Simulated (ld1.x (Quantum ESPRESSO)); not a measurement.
## Which change was made? (Os, TM semilocal)

```
Element                 : Os (Z = 76)
Generator               : ld1.x (Quantum ESPRESSO) 7.5
Type                    : norm-conserving Troullier–Martins (semilocal form)
Functional              : PBE
Relativity              : scalar-relativistic
Frozen core             : [Kr] 4d10 4f14
Valence charge          : 16
Reference configuration : 5s2 5p6 5d7 6s1 6p0
Partial waves           : 5s (bound): rc 1.35 bohr; 5d (bound): rc 1.55 bohr; 5p (bound): rc 2.00 bohr
Local potential         : the p channel
Core correction         : none
```

Occupied shells without a wave of their own: 6s. They enter only through the test configuration that unscreens the potential.

Cutoffs, loose and tight: the cutoffs (Ry, on a coarse ladder) from which the occupation-weighted sum of valence levels, in a spherical-Bessel basis at the reference potential, stays within 10 and 1 mRy of its value at 400 Ry. They do not see the model core or the augmentation charge, which bear on the density cutoff. Test errors are all-electron minus pseudo excitation energies from the reference, over the configurations 5s2 5p6 5d6 6s2 6p0; 5s2 5p6 5d6 6s1 6p0; 5s2 5p6 5d6 6s0 6p0; 5s2 5p6 5d6 6s1 6p1; 5s2 5p6 5d5 6s0 6p0; 5s2 5p5 5d6 6s2 6p0; 5s2 5p6 5d6 6s0 6p2; variants that change the core or the reference have their own tests.

The base gives: outcome: generated, misses its reference levels by 0.53 eV; cutoff, loose: 90 Ry; cutoff, tight: 160 Ry; bound ghosts: none; largest test error (meV): -1201.

Q: After one change the result is: outcome: generated, misses its reference levels by 0.43 eV; cutoff, loose: 90 Ry; cutoff, tight: 160 Ry; bound ghosts: none; largest test error (meV): -981. Which change was it?
A. reference 5s2 5p6 5d6.5 6s1.5 6p0
B. type ultrasoft, which also changes the form from semilocal to separable; waves now 5s (bound): rcut 1.30, rcutus 1.35 bohr; 6s (bound): rcut 1.30, rcutus 1.35 bohr; 5p (bound): rcut 1.75, rcutus 2.00 bohr; 6p (bound): rcut 1.75, rcutus 2.00 bohr; 5d (bound): rcut 1.35, rcutus 1.55 bohr; 5d channel at 1.6 Ry: rcut 1.35, rcutus 1.55 bohr; local potential all-electron potential smoothed inside 1.30 bohr (lloc = -1); augmentation PSQ, radius 0.95 bohr
C. all radii scaled by about 0.97 (s 1.30, p 1.94, d 1.50 bohr)

A: C. The others give: reference 5s2 5p6 5d6.5 6s1.5 6p0 → outcome: generated, misses its reference levels by 0.57 eV; cutoff, loose: 90 Ry; cutoff, tight: 160 Ry; bound ghosts: none; largest test error (meV): -1809 | type ultrasoft, which also changes the form from semilocal to separable; waves now 5s (bound): rcut 1.30, rcutus 1.35 bohr; 6s (bound): rcut 1.30, rcutus 1.35 bohr; 5p (bound): rcut 1.75, rcutus 2.00 bohr; 6p (bound): rcut 1.75, rcutus 2.00 bohr; 5d (bound): rcut 1.35, rcutus 1.55 bohr; 5d channel at 1.6 Ry: rcut 1.35, rcutus 1.55 bohr; local potential all-electron potential smoothed inside 1.30 bohr (lloc = -1); augmentation PSQ, radius 0.95 bohr → outcome: generated, overlap not positive; bound ghosts: not determined (overlap not positive); largest test error (meV): +13. A file whose overlap is not positive is unfit for use, and its test errors describe a broken file. In the semilocal form every listed channel keeps its own potential, so the choice of the local channel does not act on these tests. It acts once the file is put into the separable form.
